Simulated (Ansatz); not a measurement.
Reaction (ligand exchange at the Si–C bond): `FC[SiH2]S` + `OCS` → `SCO[SiH2]S` + `CF`

Computed with Ansatz on PBE0-D4/def2-TZVP structures; ΔE is electronic, products minus reactants. CCSD(T)/CBS adds triple-zeta CCSD(T) − MP2 to the extrapolated MP2 energy (def2 sets, frozen cores). This one scheme is used for every species. DFT in def2-TZVPP. One conformer a species, not always the lowest.

Problem. Is it downhill or uphill in electronic energy at CCSD(T)/CBS, and by how much? (Estimate.)

Solution. Computed: Downhill: ΔE = -30.3 kcal/mol.

Problem. What do these levels give: PBE0-D4, PBE, HF/def2-TZVPP, MP2/def2-QZVPP, HF/CBS(def2), MP2/CBS(def2)? (Estimate.)

Solution. The calculation gave: PBE0-D4 -28.6, PBE -26.4, HF/def2-TZVPP -31.7, MP2/def2-QZVPP -31.8, HF/CBS(def2) -32.0, MP2/CBS(def2) -31.7 kcal/mol.

Largest T1 diagnostic among the species: 0.012.

From PBE to PBE0 (25 % exact exchange), in def2-TZVPP and without D4, ΔE moves by −1.0 kcal/mol. The D4 term adds −2.0 kcal/mol with B3LYP and −1.2 kcal/mol with PBE0; it sums over pairs of atoms, weighted by their polarisabilities, and B3LYP, whose exchange is more repulsive, gets the larger term.

B3LYP here is the variant with VWN-RPA as its local correlation; programs differ in this.
